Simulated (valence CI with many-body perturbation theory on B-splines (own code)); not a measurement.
E1 line list for Cs22+

Method: relativistic CI+MBPT: five valence electrons over a frozen Dirac-Fock core [Ar] 3d10, radial functions for each j: 9 s, 9 p, 8 d, 6 f, 3 g, 1 h, with the one-electron correlation potential Σ1 (screened to all orders), the two-electron term Σ2, the three-electron term Σ3, Breit, model QED; selected single and double excitations, second order for the rest (own B-spline code, finite nucleus).

No measured spectrum was set against this ion. As an estimate, levels hold to about 250 cm⁻¹ or 0.2 % of their energy and the worst to 1 %, as in measured heavy ions of charge 2 to 7; those with d or f electrons hold less well. Among the levels kept, up to 270 cm⁻¹ of a level comes from second order outside the variational space, and about a tenth of that is noise between levels of different J, which matters for small intervals.

Lines 151 to 182 of 182 in falling wavelength, among levels below 1282300 cm⁻¹, chosen from the strongest by gf and those to the six lowest levels. Wavelengths and rates use the calculated energies, so an error of 2000 cm⁻¹ moves a line at 11.00 nm by 0.22 % and its rate by three times that or more. Electric multipoles are in the length gauge, E1 and E2 with the static RPA response of the core. Weak lines are less certain than strong ones. Lines between different terms over intervals too small for the method are left out, as are lines whose strength nearly cancels.

Levels are named by their leading jj configuration (3d3/2^4 stands for four electrons in 3d with j = 3/2), which in mixed levels can hold well under half, so a name can repeat and another be missing. Letters in brackets count levels of one name in rising energy.

```tsv
λ vac (nm)	Upper	Lower	A (s⁻¹)	S (a.u.) with core polarisation	S without
11.00	(4s^2 4p3/2^2 4d3/2) J=5/2	(4s^2 4p1/2 4p3/2^2) J=5/2	2.00e+11	7.87e-01	8.45e-01
10.93	(4s 4p3/2^4) J=1/2	(4s^2 4p1/2^2 4p3/2) J=3/2	1.47e+08	1.89e-04	2.02e-04
10.90	(4s^2 4p3/2^2 4d3/2) J=1/2	(4s^2 4p1/2 4p3/2^2) J=3/2	2.11e+11	2.69e-01	2.90e-01
10.83	(4s^2 4p3/2^2 4d3/2) J=3/2 [b]	(4s^2 4p1/2 4p3/2^2) J=1/2	2.57e+11	6.45e-01	6.92e-01
10.76	(4s^2 4p3/2^2 4d3/2) J=3/2 [a]	(4s^2 4p1/2 4p3/2^2) J=3/2	2.74e+11	6.73e-01	7.23e-01
10.73	(4s^2 4p3/2^2 4d5/2) J=1/2	(4s^2 4p1/2 4p3/2^2) J=1/2	3.24e+08	3.94e-04	4.21e-04
10.72	(4s^2 4p1/2 4p3/2 4d3/2) J=5/2 [b]	(4s^2 4p1/2^2 4p3/2) J=3/2	2.68e+11	9.79e-01	1.05e+00
10.69	(4s^2 4p3/2^2 4d3/2) J=5/2	(4s^2 4p1/2 4p3/2^2) J=3/2	1.81e+11	6.53e-01	7.01e-01
10.65	(4s^2 4p3/2^2 4d3/2) J=7/2	(4s^2 4p1/2 4p3/2^2) J=5/2	4.60e+11	2.20e+00	2.36e+00
10.64	(4s^2 4p1/2 4p3/2 4d3/2) J=3/2 [b]	(4s^2 4p1/2^2 4p3/2) J=3/2	2.58e+11	6.13e-01	6.59e-01
10.63	(4s^2 4p1/2 4p3/2 4d3/2) J=1/2 [b]	(4s^2 4p1/2^2 4p3/2) J=3/2	3.46e+11	4.10e-01	4.41e-01
10.59	(4s^2 4p3/2^2 4d5/2) J=5/2 [a]	(4s^2 4p1/2 4p3/2^2) J=5/2	3.18e+09	1.12e-02	1.20e-02
10.44	(4s^2 4p3/2^2 4d3/2) J=3/2 [b]	(4s^2 4p1/2 4p3/2^2) J=5/2	1.54e+08	3.47e-04	3.60e-04
10.37	(4s^2 4p3/2^2 4d5/2) J=3/2	(4s^2 4p1/2 4p3/2^2) J=1/2	1.18e+11	2.59e-01	2.78e-01
10.32	(4s^2 4p1/2 4p3/2 4d5/2) J=3/2 [b]	(4s^2 4p1/2^2 4p3/2) J=3/2	4.75e+10	1.03e-01	1.11e-01
10.31	(4s^2 4p3/2^2 4d5/2) J=5/2 [a]	(4s^2 4p1/2 4p3/2^2) J=3/2	1.32e+08	4.27e-04	4.59e-04
10.19	(4s^2 4p1/2 4p3/2 4d5/2) J=5/2 [b]	(4s^2 4p1/2^2 4p3/2) J=3/2	1.23e+11	3.86e-01	4.14e-01
10.16	(4s^2 4p3/2^2 4d3/2) J=3/2 [b]	(4s^2 4p1/2 4p3/2^2) J=3/2	8.82e+09	1.83e-02	1.96e-02
10.07	(4s^2 4p3/2^2 4d5/2) J=1/2	(4s^2 4p1/2 4p3/2^2) J=3/2	5.95e+10	6.00e-02	6.45e-02
10.03	(4s^2 4p1/2 4p3/2 4d5/2) J=1/2	(4s^2 4p1/2^2 4p3/2) J=3/2	1.22e+10	1.21e-02	1.30e-02
10.01	(4s^2 4p3/2^2 4d5/2) J=3/2	(4s^2 4p1/2 4p3/2^2) J=5/2	1.22e+09	2.41e-03	2.59e-03
9.850	(4s^2 4p3/2^2 4d5/2) J=5/2 [b]	(4s^2 4p1/2 4p3/2^2) J=5/2	1.49e+10	4.21e-02	4.51e-02
9.757	(4s^2 4p3/2^2 4d5/2) J=3/2	(4s^2 4p1/2 4p3/2^2) J=3/2	3.67e+07	6.73e-05	7.08e-05
9.628	(4s^2 4p3/2^2 4d3/2) J=1/2	(4s^2 4p1/2^2 4p3/2) J=3/2	1.63e+09	1.44e-03	1.54e-03
9.602	(4s^2 4p3/2^2 4d5/2) J=5/2 [b]	(4s^2 4p1/2 4p3/2^2) J=3/2	1.16e+10	3.03e-02	3.25e-02
9.517	(4s^2 4p3/2^2 4d3/2) J=3/2 [a]	(4s^2 4p1/2^2 4p3/2) J=3/2	7.83e+07	1.33e-04	1.44e-04
9.462	(4s^2 4p3/2^2 4d3/2) J=5/2	(4s^2 4p1/2^2 4p3/2) J=3/2	2.10e+09	5.27e-03	5.64e-03
9.161	(4s^2 4p3/2^2 4d5/2) J=5/2 [a]	(4s^2 4p1/2^2 4p3/2) J=3/2	1.76e+09	4.01e-03	4.32e-03
9.047	(4s^2 4p3/2^2 4d3/2) J=3/2 [b]	(4s^2 4p1/2^2 4p3/2) J=3/2	2.11e+08	3.08e-04	3.33e-04
8.974	(4s^2 4p3/2^2 4d5/2) J=1/2	(4s^2 4p1/2^2 4p3/2) J=3/2	7.46e+08	5.32e-04	5.73e-04
8.724	(4s^2 4p3/2^2 4d5/2) J=3/2	(4s^2 4p1/2^2 4p3/2) J=3/2	1.14e+09	1.49e-03	1.60e-03
8.600	(4s^2 4p3/2^2 4d5/2) J=5/2 [b]	(4s^2 4p1/2^2 4p3/2) J=3/2	8.36e+08	1.57e-03	1.69e-03
```
